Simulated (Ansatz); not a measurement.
Consider the ligand exchange at a Zr–N bond: `[NH2][Zr]([OH])([OH])[F]` + H–F → `[OH][Zr]([OH])([F])[F]` + NH₃.

Gas-phase electronic energies from Ansatz, PBE0-D4/def2-TZVP geometries. CCSD(T)/CBS is the MP2 limit (def2-TZVPP, def2-QZVPP) plus CCSD(T) − MP2 in def2-TZVPP, frozen cores. This one scheme is used for every species. Functionals use def2-TZVPP. B3LYP here is the variant with VWN-RPA as its local correlation; programs differ in this. HSE06 is defined as in plane-wave codes. def2 core potentials past Kr. For Zr outer-core shells are correlated without core-valence functions, which leaves a few kJ/mol of doubt a bond. Each species was taken in one conformer, which may not be the lowest.

`[NH2][Zr]([OH])([OH])[F]`:

Cartesian coordinates in Å:
```
N -0.680 1.235 0.914
Zr 0.215 -0.024 -0.410
O -1.119 -1.267 -1.013
O 1.748 -0.779 0.467
F 0.832 0.975 -1.938
H -1.662 1.473 0.928
H -0.218 1.711 1.676
H -1.601 -2.008 -1.367
H 2.485 -1.316 0.741
```

H–F:

Cartesian coordinates in Å:
```
F 0.093 0.263 -0.365
H -0.093 -0.263 0.365
```

`[OH][Zr]([OH])([F])[F]`:

Z-matrix (Å, degrees):
```
Zr
O 1 1.910
F 1 1.913 2 109.1
O 1 1.910 2 111.6 3 120.6
F 1 1.913 2 109.1 3 -118.8
H 2 0.952 1 171.6 3 -120.5
H 4 0.952 1 171.5 2 -0.1
```

NH₃:

Z-matrix (Å, degrees):
```
N
H 1 1.013
H 1 1.013 2 107.1
H 1 1.013 2 107.1 3 -114.5
```

| level | ΔE (kJ/mol) | difference from CCSD(T)/CBS |
| --- | --- | --- |
| LDA (SPW92) | -120.4 | -3.2 |
| PBE-D4 | -124.4 | -7.2 |
| revPBE-D4 | -123.2 | -6.0 |
| BLYP-D4 | -126.8 | -9.6 |
| B97M-V | -134.7 | -17.5 |
| PBE0-D4 | -122.1 | -4.9 |
| r2SCANh-D4 | -128.1 | -10.9 |
| r2SCAN0-D4 | -125.6 | -8.4 |
| HSE06-D4 | -121.8 | -4.6 |
| BHLYP-D4 | -125.4 | -8.2 |
| CAM-B3LYP-D4 | -129.6 | -12.4 |
| ωB97M-V | -126.5 | -9.3 |
| B2PLYP | -127.3 | -10.1 |
| PBE-QIDH | -121.8 | -4.6 |
| PBE | -127.8 | -10.6 |
| revPBE | -130.0 | -12.8 |
| BLYP | -133.5 | -16.3 |
| r2SCAN | -130.9 | -13.7 |
| PBE0 | -125.1 | -7.9 |
| B3LYP | -130.7 | -13.5 |
| r2SCAN0 | -126.8 | -9.6 |
| HSE06 | -124.6 | -7.4 |
| BHLYP | -130.1 | -12.9 |
| CAM-B3LYP | -132.7 | -15.5 |
| LC-ωPBE | -133.8 | -16.6 |
| HF/def2-SVP | -138.1 | -20.9 |
| MP2/def2-SVP | -133.5 | -16.3 |
| CCSD/def2-SVP | -134.0 | -16.8 |
| CCSD(T)/def2-SVP | -133.5 | -16.3 |
| HF/def2-TZVPP | -132.8 | -15.6 |
| MP2/def2-TZVPP | -116.5 | 0.7 |
| SCS-MP2/def2-TZVPP | -120.5 | -3.3 |
| CCSD/def2-TZVPP | -119.8 | -2.6 |
| CCSD(T)/def2-TZVPP | -118.7 | -1.5 |
| HF/def2-QZVPP | -134.0 | -16.8 |
| MP2/def2-QZVPP | -116.1 | 1.1 |
| SCS-MP2/def2-QZVPP | -120.1 | -2.9 |
| HF/CBS(def2) | -134.2 | -17.0 |
| MP2/CBS(def2) | -115.0 | 2.2 |
| CCSD/CBS(def2) | -118.3 | -1.1 |
| CCSD(T)/CBS | -117.2 | 0 |

Largest T1 diagnostic among the species: 0.017.

From r2SCAN to r2SCAN0 (25 % exact exchange), in def2-TZVPP and without D4, ΔE moves by +4.1 kJ/mol. The D4 term adds +5.3 kJ/mol with B3LYP and +3.0 kJ/mol with PBE0; it sums over pairs of atoms, weighted by their polarisabilities, and B3LYP, whose exchange is more repulsive, gets the larger term. Leaving LDA and LC-ωPBE aside and taking each functional with its dispersion term where it has one, the values spread over 12.9 kJ/mol, from B97M-V to HSE06-D4. LDA lies +7.4 kJ/mol from PBE without D4.

CCSD(T)/CBS has its own doubt, a few kJ/mol and more with outer-core shells, so smaller differences from it don't rank the levels.
